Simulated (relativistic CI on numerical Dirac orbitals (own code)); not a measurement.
Line list: Electric-dipole lines, Se⁴⁺

Computed by Dirac-Coulomb-Breit CI, separate exchange-only KLI orbitals for each configuration, a model potential for QED, valence Slater integrals scaled by 0.85, P86 correlation energy added to each configuration (own radial code, finite nucleus).

CI space (outside the closed core [Ar]): 3d10 4s2, 3d10 4s 4p, 3d10 4p2, 3d10 4s 4d, 3d10 4s 4f, 3d10 4d2, 3d10 4p 4d, 3d10 4s 5s, 3d10 4s 5p, 3d10 4f2, 3d10 4p 4f, 3d10 4s 5d, 3d10 4s 6s, 3d10 4s 6p, 3d10 4p 5s, 3d10 4s 5f, 3d10 4s 5g, 3d10 4s 6d, 3d10 4s 7s, 3d10 4s 7p, 3d9 4s 4p2, 3d10 4s 7d, 3d10 4d 4f, 3d8 4s2 4p2, 3d9 4s2 4p, 3d10 4d 5s, 3d9 4s 4p 4d, 3d10 5s2. Levels of other configurations are missing.

```csv
λ vac (nm),Lower,Upper,A (s⁻¹),gf,Branching (%)
59.982,3d10 4s 4p 3P°_1 [3],3d10 4s 4d 3D_2 [12],8.91e+09,2.40e+00,75.6
61.129,3d10 4s 4p 3P°_2 [4],3d10 4s 4d 3D_3 [13],1.15e+10,4.49e+00,100.0
62.430,3d10 4p2 3P_0 [6],3d10 4p 4d 3D°_1 [27],1.24e+10,2.17e+00,74.6
63.416,3d10 4p2 3P_2 [9],3d10 4p 4d 3D°_3 [34],8.35e+09,3.52e+00,51.7
63.462,3d10 4p2 3P_1 [8],3d10 4p 4d 3P°_2 [26],1.01e+10,3.06e+00,71.0
63.525,3d10 4p2 3P_2 [9],3d10 4p 4d 3D°_2 [33],6.46e+09,1.95e+00,38.9
63.985,3d10 4p2 3P_2 [9],3d10 4s 4f 3F°_3 [29],5.06e+09,2.17e+00,37.1
66.351,3d10 4p 4d 3D°_3 [34],3d10 4d2 3F_4 [99],1.31e+10,7.76e+00,53.7
66.428,3d10 4p 4d 3D°_2 [33],3d10 4d2 3F_3 [98],1.11e+10,5.15e+00,45.0
66.717,3d10 4p2 1D_2 [7],3d10 4s 4f 1F°_3 [25],6.86e+09,3.20e+00,82.8
67.485,3d10 4s 4p 1P°_1 [5],3d10 4s 4d 1D_2 [14],1.64e+10,5.60e+00,99.7
67.485,3d10 4p2 1D_2 [7],3d10 4p 4d 1D°_2 [24],6.98e+09,2.38e+00,83.2
71.076,3d10 4p 4d 1F°_3 [44],3d10 4d2 1G_4 [104],2.29e+10,1.56e+01,n/a
77.480,3d10 4s2 1S_0 [1],3d10 4s 4p 1P°_1 [5],6.74e+09,1.82e+00,100.0
80.480,3d10 4s 4p 3P°_2 [4],3d10 4p2 3P_2 [9],4.00e+09,1.94e+00,72.6
81.046,3d10 4s 4d 1D_2 [14],3d10 4p 4d 1F°_3 [44],1.39e+10,9.59e+00,69.1
84.272,3d10 4s 4d 3D_2 [12],3d10 4p 4d 3D°_3 [34],5.62e+09,4.19e+00,34.8
84.702,3d10 4s 4d 3D_3 [13],3d10 4s 4f 3F°_4 [32],1.09e+10,1.05e+01,100.0
85.092,3d10 4s 4d 3D_1 [11],3d10 4s 4f 3F°_2 [30],5.88e+09,3.19e+00,50.9
85.280,3d10 4s 4d 3D_2 [12],3d10 4s 4f 3F°_3 [29],4.32e+09,3.30e+00,31.7
85.504,3d10 4s 4d 3D_3 [13],3d10 4s 4f 3F°_3 [29],3.22e+09,2.47e+00,23.6
90.532,3d10 4s 4f 3F°_4 [32],3d10 4p 4f 3G_5 [82],9.29e+09,1.26e+01,77.1
137.63,3d10 4s 4f 1F°_3 [25],3d10 4s 5g 1G_4 [56],1.57e+09,4.01e+00,59.5
167.40,3d10 4s 4f 3F°_4 [32],3d10 4s 5g 3G_5 [57],1.44e+09,6.66e+00,54.5
172.06,3d10 4s 5p 1P°_1 [20],3d10 4s 5d 1D_2 [38],1.81e+09,4.01e+00,45.3
172.75,3d10 4s 5p 3P°_1 [18],3d10 4s 5d 3D_2 [36],1.37e+09,3.06e+00,46.1
176.04,3d10 4s 5p 3P°_2 [19],3d10 4s 5d 3D_3 [37],1.81e+09,5.88e+00,63.4
195.54,3d10 4s 5d 1D_2 [38],3d10 4s 5f 1F°_3 [58],1.70e+09,6.83e+00,23.5
200.11,3d10 4s 5d 3D_2 [36],3d10 4s 5f 3F°_3 [52],1.51e+09,6.36e+00,42.5
200.63,3d10 4s 5d 3D_3 [37],3d10 4s 5f 3F°_4 [51],1.70e+09,9.23e+00,47.8
```

Terms are leading LS components. Brackets give the number of a level in order of energy, since labels repeat. The list gives strong lines, with weight on those to low levels, without lines whose two gauges differ by over a factor of 2.5, among the lowest 105 of 502 levels, so that lines to higher ones, which can be the strongest, are missing, and without 2 lines that miss the measured interval by over 7 %, start from a term whose rates miss tabulated ones by over 60 %, have gauges far apart or, lacking measured levels, span too small a gap for the errors found; lines with a level outside our table were not tested and can miss by more. Levels whose partners in the same complex of configurations lie outside the list can be far off, and so can their lines. Rates are taken at the computed energies, electric ones in the length gauge.

At this charge configurations can still be misplaced by up to about 7 % of their energy. 42 of the 45 excited levels that our extract of the measured tables holds in this range could be paired (the sources list more); they are missed by 2880 cm⁻¹ on average and 4904 at most, and levels without a partner can miss by more.

LS names give the leading component of a level, which can be under half, so a name can repeat, a term be missing and a line seem to break the LS rules.
